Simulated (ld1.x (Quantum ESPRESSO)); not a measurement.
**LDA (PZ) PAW dataset for Be (Z = 4), scalar-relativistic all-electron reference.**

ld1.x (Quantum ESPRESSO) 7.5 was run on this input:

```
&input
   title='Be', zed=4., rel=1, dft='PZ', iswitch=3,
   config='[He] 2s1 2p0',
   nld=2, rlderiv=3.85, eminld=-11.0, emaxld=5.0, deld=0.04
 /
 &inputp
   pseudotype=3, lpaw=.true., tm=.true., lloc=-2, rcloc=0.80,
   nlcc=.false.,
   which_augfun='BESSEL', rmatch_augfun=0.75,
   file_pseudopw='Be.UPF', file_wfcaegen='ae.wfc', file_wfcncgen='nc.wfc', file_beta='beta', file_chi='chi', file_wfcusgen='us.wfc'
 /
4
1S  1  0   2.00   0.00  0.65  0.75  0.0
2S  2  0   1.00   0.00  0.65  0.75  0.0
2P  2  1   0.00   0.00  2.75  3.55  0.0
2P  2  1   0.00   2.75  2.75  3.55  0.0
 &test
   configts(1)='1s2 2s1 2p0'
 /
```

Command:

```bash
ld1.x < Be.in > Be.out
```

Resulting log (shortened: banner, matrices, multipoles, cross overlaps and the repeated all-electron block are left out):

```
Program LD1 v.7.5
     --------------------------- All-electron run ----------------------------

     Be
     scalar relativistic calculation

     atomic number is  4.00
     dft =PZ   lsd =0 sic =0 latt =0  beta=0.20 tr2=1.0E-14
     Exchange-correlation= PZ
                           (   1   1   0   0   0   0   0)
     mesh =1041 r(mesh) = 100.85720 a.u. xmin = -7.00 dx = 0.01250
     1 Ry =  13.60569312 eV, c = 137.03599908

     n l     nl                  e(Ry)          e(Ha)          e(eV)
     1 0     1S 1( 2.00)        -8.5562        -4.2781      -116.4125
     2 0     2S 1( 1.00)        -1.0031        -0.5015       -13.6475
     2 1     2P 1( 0.00)        -0.7220        -0.3610        -9.8238

     final scf error:  9.9E-15 reached in  13 iterations

     Etot =     -28.198300 Ry,     -14.099150 Ha,    -383.657415 eV

     Ekin =      27.973818 Ry,      13.986909 Ha,     380.603181 eV
     Encl =     -63.118613 Ry,     -31.559307 Ha,    -858.772481 eV
     Eh   =      11.533748 Ry,       5.766874 Ha,     156.924630 eV
     Exc  =      -4.587252 Ry,      -2.293626 Ha,     -62.412744 eV

     normalization and overlap integrals

     s(1S/1S) =  1.000000  <r> =   0.4237  <r2> =    0.2447  r(max) =   0.2695
     s(2S/2S) =  1.000000  <r> =   2.2985  <r2> =    6.2248  r(max) =   1.8940
     s(2P/2P) =  1.000000  <r> =   2.3850  <r2> =    6.9502  r(max) =   1.8705

     ------------------------ End of All-electron run ------------------------

     --------------------- Generating PAW atomic setup --------------------

      Generating local potential from pseudized AE potential:
      Matching radius rcloc =   0.8000
      Enforcing V''(0)=0 (lloc=-2)

      Local pseudo, rcloc= 0.810 Estimated cut-off energy=    44.78 Ry

      Computing core charge for PAW:
      Integrated core pseudo-charge :   0.00
      Wfc-us  1S rcutus= 0.751  Estimated cut-off energy=    89.22 Ry
      Wfc-us  2S rcutus= 0.751  Estimated cut-off energy=   188.82 Ry
      Wfc-us  2P rcutus= 3.539  Estimated cut-off energy=     6.49 Ry
      Wfc-us  2P rcutus= 3.539  Estimated cut-off energy=    11.40 Ry

     Required augmentation: BESSEL   radius:    0.750000
     Suggested rho cutoff for augmentation:  96.60 Ry

     Estimated PAW energy =  -28.198300 Ryd

     ------------------- End of pseudopotential generation -------------------

     Computing logarithmic derivative in   3.83809

       Warning: n=1, l=0 expected 0 nodes, found 1
       Setting wfc to zero for this iteration
       (This warning will only be printed once per wavefunction)

     Computing logarithmic derivative in   3.83809
     Computing the partial wave expansion
     R is outside the sphere for l=    0 j= 0.00
     R is outside the sphere for l=    0 j= 0.00
     R is outside the sphere for l=    1 j= 0.00
     R is outside the sphere for l=    1 j= 0.00

     ---------------------- Testing the pseudopotential ----------------------

     Be
     scalar relativistic calculation

     atomic number is  4.00   valence charge is  4.00
     dft = SLA  PZ   NOGX NOGC   lsd =0 sic =0 latt =0  beta=0.20 tr2=1.0E-14
     mesh =1041 r(mesh) = 100.85720 xmin = -7.00 dx = 0.01250

     n l     nl             e AE (Ry)        e PS (Ry)    De AE-PS (Ry)
     1 0     1S   1( 2.00)       -8.55616       -8.55609       -0.00007
     2 0     2S   1( 1.00)       -1.00307       -1.00306       -0.00001
     2 1     2P   1( 0.00)       -0.72203       -0.72207        0.00004

     eps = 9.5E-17  iter =  4

     Etot =     -28.198300 Ry,     -14.099150 Ha,    -383.657415 eV
     Etotps =   -28.198274 Ry,     -14.099137 Ha,    -383.657066 eV

     Ekin =      27.974429 Ry,      13.987214 Ha,     380.611496 eV
     Encl =     -63.119285 Ry,     -31.559643 Ha,    -858.781623 eV
     Ehrt =      11.533887 Ry,       5.766944 Ha,     156.926530 eV
     Ecxc =      -4.587305 Ry,      -2.293653 Ha,     -62.413469 eV

     ---------------------- End of pseudopotential test ----------------------
```

Generation and configuration tests took about 1.3 s on one core of a shared server CPU.

Transferability test of the new file with ld1.x, input:

```
&input
   title='Be', zed=4., rel=1, dft='PZ', iswitch=2,
   config='[He] 2s1 2p0'
 /
 &test
   file_pseudo='Be.UPF', nconf=10,
   configts(1)='1s2 2s1 2p0',
   configts(2)='1s2 2s2 2p0',
   configts(3)='1s2 2s0 2p0',
   configts(4)='1s2 2s1.5 2p0',
   configts(5)='1s2 2s0 2p1',
   configts(6)='1s1 2s2 2p0',
   configts(7)='1s2 2s0 2p2',
   configts(8)='1s2 2s1 2p1',
   configts(9)='1s2 2s1 2p0', lsdts(9)=1,
   configts(10)='1s2 2s1.5 2p0', lsdts(10)=1
 /
```

```bash
ld1.x < Be.test.in > Be.test.out
```

Pseudopotential blocks of its output, shortened (energy terms left out; the distinct warnings before each block abridged to one line each):

```
     Warning: n=1, l=0 expected 0 nodes, found 1
     ---------------------- Testing the pseudopotential ----------------------

     n l     nl             e AE (Ry)        e PS (Ry)    De AE-PS (Ry)
     1 0     1S   1( 2.00)       -8.55616       -8.55609       -0.00007
     2 0     2S   1( 1.00)       -1.00307       -1.00306       -0.00001
     2 1     2P   1( 0.00)       -0.72203       -0.72207        0.00004

     eps = 8.6E-17  iter =  4

     Etot =     -28.198300 Ry,     -14.099150 Ha,    -383.657415 eV
     Etotps =   -28.198274 Ry,     -14.099137 Ha,    -383.657066 eV

     ---------------------- End of pseudopotential test ----------------------

          ---------------------- Testing the pseudopotential ----------------------

     n l     nl             e AE (Ry)        e PS (Ry)    De AE-PS (Ry)
     1 0     1S   1( 2.00)       -7.71247       -7.71228       -0.00019
     2 0     2S   1( 2.00)       -0.41206       -0.41205       -0.00001
     2 1     2P   1( 0.00)       -0.15470       -0.15145       -0.00325

     eps = 1.3E-15  iter =  7

     Etot =     -28.897989 Ry,     -14.448994 Ha,    -393.177164 eV
     Etotps =   -28.897955 Ry,     -14.448978 Ha,    -393.176711 eV
     dEtot_ae =      -0.699689 Ry
     dEtot_ps =      -0.699681 Ry,   Delta E=      -0.000008 Ry

     ---------------------- End of pseudopotential test ----------------------

          ---------------------- Testing the pseudopotential ----------------------

     n l     nl             e AE (Ry)        e PS (Ry)    De AE-PS (Ry)
     1 0     1S   1( 2.00)       -9.61319       -9.61334        0.00015
     2 0     2S   1( 0.00)       -1.49557       -1.49556       -0.00001
     2 1     2P   1( 0.00)       -1.24185       -1.23708       -0.00477

     eps = 1.7E-15  iter =  5

     Etot =     -26.891599 Ry,     -13.445800 Ha,    -365.878846 eV
     Etotps =   -26.891580 Ry,     -13.445790 Ha,    -365.878586 eV
     dEtot_ae =       1.306701 Ry
     dEtot_ps =       1.306694 Ry,   Delta E=       0.000007 Ry

     ---------------------- End of pseudopotential test ----------------------

          ---------------------- Testing the pseudopotential ----------------------

     n l     nl             e AE (Ry)        e PS (Ry)    De AE-PS (Ry)
     1 0     1S   1( 2.00)       -8.10437       -8.10423       -0.00014
     2 0     2S   1( 1.50)       -0.69572       -0.69571       -0.00001
     2 1     2P   1( 0.00)       -0.42180       -0.41986       -0.00194

     eps = 6.9E-17  iter =  6

     Etot =     -28.622251 Ry,     -14.311126 Ha,    -389.425569 eV
     Etotps =   -28.622222 Ry,     -14.311111 Ha,    -389.425163 eV
     dEtot_ae =      -0.423952 Ry
     dEtot_ps =      -0.423947 Ry,   Delta E=      -0.000004 Ry

     ---------------------- End of pseudopotential test ----------------------

          ---------------------- Testing the pseudopotential ----------------------

     n l     nl             e AE (Ry)        e PS (Ry)    De AE-PS (Ry)
     1 0     1S   1( 2.00)       -8.58771       -8.60704        0.01933  !
     2 0     2S   1( 0.00)       -1.00840       -1.02899        0.02058  !
     2 1     2P   1( 1.00)       -0.72875       -0.74343        0.01468  !

     eps = 7.5E-15  iter = 11

     Etot =     -27.917963 Ry,     -13.958982 Ha,    -379.843243 eV
     Etotps =   -27.929884 Ry,     -13.964942 Ha,    -380.005429 eV
     dEtot_ae =       0.280336 Ry
     dEtot_ps =       0.268390 Ry,   Delta E=       0.011946 Ry

     ---------------------- End of pseudopotential test ----------------------

          Warning: n=2, l=1 expected 0 nodes, found 1
     ---------------------- Testing the pseudopotential ----------------------

     n l     nl             e AE (Ry)        e PS (Ry)    De AE-PS (Ry)
     1 0     1S   1( 1.00)      -10.98432      -10.98659        0.00227
     2 0     2S   1( 2.00)       -1.31510       -1.31514        0.00004
     2 1     2P   1( 0.00)       -1.04087       -1.11222        0.07135  !

     eps = 4.0E-16  iter =  9

     Etot =     -19.584186 Ry,      -9.792093 Ha,    -266.456426 eV
     Etotps =   -19.582473 Ry,      -9.791236 Ha,    -266.433118 eV
     dEtot_ae =       8.614114 Ry
     dEtot_ps =       8.615801 Ry,   Delta E=      -0.001687 Ry

     ---------------------- End of pseudopotential test ----------------------

          ---------------------- Testing the pseudopotential ----------------------

     n l     nl             e AE (Ry)        e PS (Ry)    De AE-PS (Ry)
     1 0     1S   1( 2.00)       -7.88879       -7.88821       -0.00059
     2 0     2S   1( 0.00)       -0.48168       -0.49236        0.01068  !
     2 1     2P   1( 2.00)       -0.21966       -0.21966        0.00000

     eps = 5.5E-15  iter = 24

     Etot =     -28.378257 Ry,     -14.189129 Ha,    -386.105859 eV
     Etotps =   -28.397715 Ry,     -14.198857 Ha,    -386.370592 eV
     dEtot_ae =      -0.179957 Ry
     dEtot_ps =      -0.199440 Ry,   Delta E=       0.019483 Ry

     ---------------------- End of pseudopotential test ----------------------

          ---------------------- Testing the pseudopotential ----------------------

     n l     nl             e AE (Ry)        e PS (Ry)    De AE-PS (Ry)
     1 0     1S   1( 2.00)       -7.80821       -7.78670       -0.02151  !
     2 0     2S   1( 1.00)       -0.45138       -0.44078       -0.01060  !
     2 1     2P   1( 1.00)       -0.19141       -0.19576        0.00435

     eps = 9.4E-16  iter = 15

     Etot =     -28.639324 Ry,     -14.319662 Ha,    -389.657850 eV
     Etotps =   -28.645527 Ry,     -14.322764 Ha,    -389.742254 eV
     dEtot_ae =      -0.441024 Ry
     dEtot_ps =      -0.447253 Ry,   Delta E=       0.006229 Ry

     ---------------------- End of pseudopotential test ----------------------

          ---------------------- Testing the pseudopotential ----------------------

     n l     nl             e AE (Ry)        e PS (Ry)    De AE-PS (Ry)
     1 0     1S   1( 1.00)       -8.55978       -8.55968       -0.00009
     2 0     2S   1( 1.00)       -1.05112       -1.05111       -0.00002
     2 1     2P   1( 0.00)       -0.76569       -0.76541       -0.00028
     1 0     1S   2( 1.00)       -8.52424       -8.52417       -0.00007
     2 0     2S   2( 0.00)       -0.86154       -0.86153       -0.00001
     2 1     2P   2( 0.00)       -0.59411       -0.59446        0.00035

     eps = 9.4E-17  iter =  6

     Etot =     -28.233262 Ry,     -14.116631 Ha,    -384.133098 eV
     Etotps =   -28.233236 Ry,     -14.116618 Ha,    -384.132740 eV
     dEtot_ae =      -0.034962 Ry
     dEtot_ps =      -0.034961 Ry,   Delta E=      -0.000001 Ry

     ---------------------- End of pseudopotential test ----------------------

          ---------------------- Testing the pseudopotential ----------------------

     n l     nl             e AE (Ry)        e PS (Ry)    De AE-PS (Ry)
     1 0     1S   1( 1.00)       -8.10954       -8.10939       -0.00015
     2 0     2S   1( 1.00)       -0.71663       -0.71662       -0.00001
     2 1     2P   1( 0.00)       -0.44014       -0.43802       -0.00212
     1 0     1S   2( 1.00)       -8.09404       -8.09390       -0.00014
     2 0     2S   2( 0.50)       -0.66892       -0.66891       -0.00001
     2 1     2P   2( 0.00)       -0.39832       -0.39656       -0.00176

     eps = 2.0E-15  iter =  6

     Etot =     -28.628161 Ry,     -14.314080 Ha,    -389.505973 eV
     Etotps =   -28.628131 Ry,     -14.314066 Ha,    -389.505567 eV
     dEtot_ae =      -0.429861 Ry
     dEtot_ps =      -0.429857 Ry,   Delta E=      -0.000004 Ry

     ---------------------- End of pseudopotential test ----------------------
```
